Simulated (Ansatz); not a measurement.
Ideal-gas functions of F2H4SSi2, SMILES `F[SiH2][SiH](F)S` at 400 K and 1 bar, from an Ansatz frequency run at PBE0-D4/def2-TZVP.

Molar mass 130.27 g/mol, point group C1 (symmetry number 1), electronic degeneracy 1, moments of inertia 173.335, 312.36, 414.994 u Å². Harmonic wavenumbers (cm⁻¹, unscaled): 46, 89, 139, 221, 265, 288, 405, 498, 541, 663, 725, 810, 842, 849, 878, 896, 943, 2228, 2240, 2245, 2699.

Use S(trans) = R[1.5 ln M + 2.5 ln T − 1.1517]; rotational temperatures θ = 24.2544 K / I; S(rot) = R[ln(√π/σ · √(T³/θAθBθC)) + 1.5]; for each mode x = 1.438777 ν̃/T, S = R[x/(eˣ − 1) − ln(1 − e⁻ˣ)] and H = RT x/(eˣ − 1); 1 cm⁻¹ = 0.0119627 kJ/mol; R = 8.31446 J/(mol·K).

**Question.** By hand: the entropy, in J/(mol·K).

**Answer.** Translation 175.7. Rotation: θ = 0.1399, 0.0776, 0.0584 K, giving 122.6. Vibration, mode by mode: 23.28, 17.82, 14.16, 10.44, 9.02, 8.38, 5.88, 4.50, 3.98, 2.82, 2.36, 1.85, 1.69, 1.66, 1.53, 1.45, 1.27, 0.02, 0.02, 0.02, 0.01, in all 112.2. Electronic 0.0. Sum 410.5 J/(mol·K).

**Question.** By hand: H − E and G − E in kJ/mol, counted from the electronic energy.

**Answer.** Zero-point energy ½ × 18510 × 0.0119627 = 110.7; thermal vibration 22.6; translation, rotation and pV give 4 RT = 13.3. H − E = 146.6 kJ/mol, and G − E = 146.6 − 400 × 410.5/1000 = -17.6 kJ/mol.

Vibration gives 27 % of the entropy, 55.3 J/(mol·K) of it from the modes under 150 cm⁻¹: soft modes count most, and the harmonic formula is weakest for them. The sum counts one conformer and one mirror image; others add a mixing term.
